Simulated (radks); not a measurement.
Values are calculated unless marked as measured or tabulated.
Problem. The mean radii <r> (bohr) of the occupied orbitals of an atom or ion are listed with their occupations. Code: a radial shooting solver on a logarithmic mesh with Libxc functionals. Model: Dirac Kohn-Sham, PBEsol, spin-unpolarised, spherical densities, finite nucleus; Fermi nuclear charge, rms radius of each element as measured or else 0.836 A^(1/3) + 0.57 fm.

orbital  occ.      <r>
1s1/2       2  0.03518
2s1/2       2   0.1535
2p1/2       2   0.1308
2p3/2       4   0.1354
3s1/2       2   0.4290
3p1/2       2   0.4236
3p3/2       4   0.4341
3d3/2       4   0.4133
3d5/2       6   0.4168
4s1/2       2    1.104
4p1/2       2    1.208
4p3/2       4    1.238
4d3/2       4    1.717

Name the element and its charge. Open shells, if any, fill j = l - 1/2 first.

Solution. Z = 42, molybdenum, charge +2: Mo2+ in [Kr] 4d4. The 1s radius gives Z: for a bare nucleus <r> = (2 gamma + 1)/(2Z) with gamma = sqrt(1 - (Z/c)^2), 0.03457 bohr for Z = 42, and screening makes it slightly larger (0.03518 here). The occupations add up to 40, and the charge is Z minus that.
